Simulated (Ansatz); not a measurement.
Species: C₅H₇Ge, charge 0, multiplicity 2. It need not be the lowest isomer of its formula. 
Coordinates optimised at B3LYP-D3(BJ)/def2-TZVP (Ansatz, an electronic-structure program):
SMILES: [GeH2][C]1=CC=CC1
```xyz
13

Ge     1.5245     0.2381     0.4567
C     -0.2932     0.0019    -0.0985
C     -1.3392     0.8305     0.1727
C     -2.5767     0.2599    -0.3328
C     -2.3167    -0.9339    -0.9012
C     -0.8487    -1.2180    -0.7982
H      2.5050    -0.4232    -0.5406
H      1.8459     1.7389     0.6418
H     -1.2723     1.7822     0.6820
H     -3.5454     0.7342    -0.2617
H     -3.0299    -1.5943    -1.3716
H     -0.3902    -1.3657    -1.7825
H     -0.6493    -2.1352    -0.2326
```
Charge 0, spin multiplicity 2.

Basis-set convergence of Hartree-Fock and CCSD(T) correlation energies (hartree) with Ansatz. Correlated levels leave the core frozen unless marked. Open shells are spin-unrestricted. No spin-orbit coupling. The frozen core is the preceding noble-gas configuration, with the filled d and f shells of earlier blocks. Non-relativistic.

The UHF reference is spin-contaminated (<S^2> 0.44 over the pure value in the largest basis). 

| basis | functions | E(HF) | E(corr, CCSD(T)) |
|---|---|---|---|
| cc-pVDZ | 132 | -2268.70037 | -0.82015 |
| cc-pVTZ | 291 | -2268.82148 | -0.98107 |
| cc-pVQZ | 553 | -2268.83685 | -1.03063 |

Extrapolating the two largest sets (X = 3 and 4) as X^-3: E(corr) = (64·(-1.03063) - 27·(-0.98107))/37 = -1.0668 Eh, an estimate of the basis-set limit. The largest set recovers 96.6 % of it, the smallest 76.9 %.
